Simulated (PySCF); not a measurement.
Species: C4H12Si2.
SMILES with atom numbers: `[SiH3:1][SiH2:2][CH:3]1[CH2:4][CH2:5][CH2:6]1` (hydrogens: H7, H8, H9 on Si1; H10, H11 on Si2; H12 on C3; H13, H14 on C4; H15, H16 on C5; H17, H18 on C6)

Computed geometry: GFN2-xTB, gas phase.

Task: List the bond lengths, angles and torsions at this level.

Result: 
```csv
bond,length (Å),order
Si1–Si2,2.310,single
Si2–C3,1.903,single
"C3–C4, C3–C6",1.540,single
"C4–C5, C5–C6",1.534,single
"Si1–H7, Si1–H8, Si1–H9",1.466,single
"Si2–H10, Si2–H11",1.472,single
C3–H12,1.093,single
"C4–H13, C6–H17",1.090,single
"C4–H14, C6–H18",1.090,single
C5–H15,1.089,single
C5–H16,1.089,single
```

Bonds in one row agree within 0.01 Å and their mean is given. Orders are formal, as drawn. A selection of angles:
```csv
angle,degrees
Si2–Si1–H7,112.1
Si2–Si1–H9,113.3
H7–Si1–H8,106.2
Si1–Si2–C3,110.3
Si1–Si2–H10,112.4
Si1–Si2–H11,114.6
C3–Si2–H10,107.5
C3–Si2–H11,106.4
H10–Si2–H11,105.2
Si2–C3–C4,115.1
Si2–C3–C6,114.2
Si2–C3–H12,110.2
C4–C3–C6,89.1
C4–C3–H12,113.5
C3–C4–C5,89.3
C3–C4–H13,113.0
C3–C4–H14,116.3
C5–C4–H13,112.8
C5–C4–H14,115.9
H13–C4–H14,108.6
C4–C5–C6,89.6
C4–C5–H15,112.5
C4–C5–H16,116.1
H15–C5–H16,108.9
C3–C6–H18,116.6
H17–C6–H18,108.4
```

Dihedral angles: Si1–Si2–C3–C4 -164° (antiperiplanar); Si2–C3–C4–C5 104° (anticlinal); C3–C4–C5–C6 13° (synperiplanar); C4–C5–C6–C3 -13° (synperiplanar); Si2–C3–C6–C5 -105° (anticlinal). The mirror-image conformer, all signs reversed, is as good.

Si1 (SiH3 silicon) is distorted tetrahedral (angles from 106.0° to 113.3°). The 4-membered ring C3–C4–C5–C6 has internal angles of 89.1° to 89.6°; it is puckered, 0.08 Å rms from its mean plane, widest ring torsion 13°. Of the pairs four or more bonds apart, Si1···H18 is among the closest relative to their van der Waals radii: 3.41 Å, 103 % of the sum of Bondi's values. Si2 (SiH2 silicon) is distorted tetrahedral (angles from 105.2° to 114.6°).

Point group: C1 (no symmetry element, even within 0.4 Å). Not checked by GFN2-xTB frequencies. One conformer, not necessarily the lowest.
